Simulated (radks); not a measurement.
Values are calculated unless marked as measured or tabulated.
Species: Ga-. Configuration: [Ar] 3d10 4s2 4p2. Level of theory: scalar-relativistic Kohn-Sham, PBEsol, spin-unpolarised, spherical densities, point nucleus; hard spherical wall at 12 bohr (a radial shooting solver on a logarithmic mesh with Libxc functionals).

Radial electron density D(r) = 4 pi r^2 rho(r):

| r (bohr) | D(r) (e/bohr) |
|---|---|
| 0.00214 | 1.198 |
| 0.002471 | 1.554 |
| 0.002854 | 2.009 |
| 0.00327 | 2.551 |
| 0.003776 | 3.273 |
| 0.004361 | 4.179 |
| 0.004996 | 5.236 |
| 0.00577 | 6.607 |
| 0.006664 | 8.275 |
| 0.007696 | 10.28 |
| 0.008817 | 12.50 |
| 0.01018 | 15.20 |
| 0.01176 | 18.26 |
| 0.01347 | 21.42 |
| 0.01556 | 24.94 |
| 0.01797 | 28.49 |
| 0.02059 | 31.66 |
| 0.02378 | 34.56 |
| 0.02746 | 36.71 |
| 0.03146 | 37.81 |
| 0.03633 | 37.85 |
| 0.04196 | 36.77 |
| 0.04807 | 34.96 |
| 0.05552 | 32.77 |
| 0.06411 | 31.01 |
| 0.07345 | 30.48 |
| 0.08483 | 31.61 |
| 0.09797 | 34.49 |
| 0.1122 | 38.21 |
| 0.1296 | 41.93 |
| 0.1497 | 43.86 |
| 0.1729 | 42.79 |
| 0.1981 | 38.84 |
| 0.2288 | 32.58 |
| 0.2642 | 26.26 |
| 0.3027 | 22.21 |
| 0.3496 | 21.09 |
| 0.4037 | 22.75 |
| 0.4625 | 25.20 |
| 0.5341 | 26.64 |
| 0.6169 | 25.56 |
| 0.7067 | 22.23 |
| 0.8162 | 17.31 |
| 0.9426 | 12.28 |
| 1.08 | 8.352 |
| 1.247 | 5.418 |
| 1.44 | 3.624 |
| 1.65 | 2.657 |
| 1.906 | 2.062 |
| 2.201 | 1.663 |
| 2.522 | 1.353 |
| 2.912 | 1.057 |
| 3.363 | 0.7969 |
| 3.884 | 0.5845 |
| 4.45 | 0.4316 |
| 5.139 | 0.3133 |
| 5.935 | 0.2269 |
| 6.8 | 0.1620 |
| 7.853 | 0.1022 |
| 9.069 | 0.05105 |
| 10.39 | 0.01564 |

D(r) has 3 maxima, at r = 0.0341, 0.153, 0.543 bohr, and minima at 0.0723, 0.341 bohr, inside which lie 2.09, 10.92 electrons.
